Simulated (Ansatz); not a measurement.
Geometry optimisation, RKS PBE0/def2-SVP (Ansatz).

input.yaml

```yaml
crystal:
  periodic: [false, false, false]
  atoms:
    - { symbol: W, position_ang: [-0.151134, 0.235811, -0.110471] }
    - { symbol: H, position_ang: [0.414667, 0.377952, 1.498876] }
    - { symbol: H, position_ang: [1.482548, 0.55289, 0.081224] }
    - { symbol: F, position_ang: [-0.964487, 1.794299, -0.601181] }
    - { symbol: H, position_ang: [-0.909522, -0.674215, 1.05335] }
    - { symbol: Cl, position_ang: [-1.229981, -1.495187, -1.261728] }
    - { symbol: H, position_ang: [0.979296, -0.402442, -1.146012] }
    - { symbol: F, position_ang: [1.37664, -1.924032, 1.393361] }
    - { symbol: H, position_ang: [1.152774, -1.259977, 1.999481] }
basis:
  gaussian: { orbitals: def2-SVP }
hamiltonian:
  xc: pbe0
relax:
  f_tol: 0.03
  max_steps: 50
```

Run as:

```bash
$ ansatz run input.yaml --threads 2 --pin off --max-ram 3072MiB --backend cpu --events-out ev --progress --plain --runs-dir out
```

Question: Where does it end, and by what steps?

Answer: It converged. After 26 steps the energy has fallen by 0.362 eV; H9 moved furthest, 1.55 Å. Joined: W1–F8.

```json
{"step": "0", "energy less start (eV)": "0.0000", "largest force component (eV/Å)": "0.291", "accepted": "yes"}
{"step": "1", "energy less start (eV)": "-0.0448", "largest force component (eV/Å)": "1.619", "accepted": "yes"}
{"step": "2", "energy less start (eV)": "-0.1204", "largest force component (eV/Å)": "1.644", "accepted": "yes"}
{"step": "3", "energy less start (eV)": "-0.1702", "largest force component (eV/Å)": "1.598", "accepted": "yes"}
{"step": "4", "energy less start (eV)": "-0.2064", "largest force component (eV/Å)": "0.682", "accepted": "yes"}
{"step": "5", "energy less start (eV)": "-0.2072", "largest force component (eV/Å)": "0.430", "accepted": "yes"}
{"step": "6", "energy less start (eV)": "-0.2223", "largest force component (eV/Å)": "0.113", "accepted": "yes"}
{"step": "7", "energy less start (eV)": "-0.2296", "largest force component (eV/Å)": "0.330", "accepted": "yes"}
{"step": "8", "energy less start (eV)": "-0.2030", "largest force component (eV/Å)": "1.488", "accepted": "no"}
{"step": "9", "energy less start (eV)": "-0.2361", "largest force component (eV/Å)": "0.069", "accepted": "yes"}
{"step": "10", "energy less start (eV)": "-0.2390", "largest force component (eV/Å)": "0.062", "accepted": "yes"}
{"step": "11", "energy less start (eV)": "-0.2215", "largest force component (eV/Å)": "1.047", "accepted": "no"}
{"step": "12", "energy less start (eV)": "-0.2420", "largest force component (eV/Å)": "0.090", "accepted": "yes"}
{"step": "13", "energy less start (eV)": "-0.2449", "largest force component (eV/Å)": "0.104", "accepted": "yes"}
{"step": "14", "energy less start (eV)": "-0.2433", "largest force component (eV/Å)": "0.509", "accepted": "no"}
{"step": "15", "energy less start (eV)": "-0.2472", "largest force component (eV/Å)": "0.098", "accepted": "yes"}
{"step": "16", "energy less start (eV)": "-0.2493", "largest force component (eV/Å)": "0.152", "accepted": "yes"}
{"step": "17", "energy less start (eV)": "-0.2530", "largest force component (eV/Å)": "0.295", "accepted": "yes"}
{"step": "18", "energy less start (eV)": "-0.2573", "largest force component (eV/Å)": "0.652", "accepted": "yes"}
{"step": "19", "energy less start (eV)": "-0.2582", "largest force component (eV/Å)": "1.404", "accepted": "yes"}
{"step": "20", "energy less start (eV)": "-0.3022", "largest force component (eV/Å)": "1.286", "accepted": "yes"}
{"step": "21", "energy less start (eV)": "-0.3451", "largest force component (eV/Å)": "0.695", "accepted": "yes"}
{"step": "22", "energy less start (eV)": "-0.3595", "largest force component (eV/Å)": "0.173", "accepted": "yes"}
{"step": "23", "energy less start (eV)": "-0.3600", "largest force component (eV/Å)": "0.070", "accepted": "yes"}
{"step": "24", "energy less start (eV)": "-0.3617", "largest force component (eV/Å)": "0.037", "accepted": "yes"}
{"step": "25", "energy less start (eV)": "-0.3615", "largest force component (eV/Å)": "0.121", "accepted": "no"}
{"step": "26", "energy less start (eV)": "-0.3619", "largest force component (eV/Å)": "0.015", "accepted": "yes"}
```

```xyz
9
Properties=species:S:1:pos:R:3
W -0.048 0.252 0.032
H 0.399 0.929 1.501
H 1.518 0.829 0.198
F -0.974 1.542 -0.863
H -0.789 -0.316 1.411
Cl -0.971 -1.877 -0.598
H 1.154 -0.491 -0.848
F 1.189 -1.487 1.230
H 0.672 -2.176 0.844
```

Whether the end is a true minimum wasn't checked by a vibrational analysis.

Run time: 6.5 min on 2 threads of Intel(R) Xeon(R) Processor @ 2.50GHz (Skylake/Cascade Lake) (shared host), peak memory 0.24 GiB.
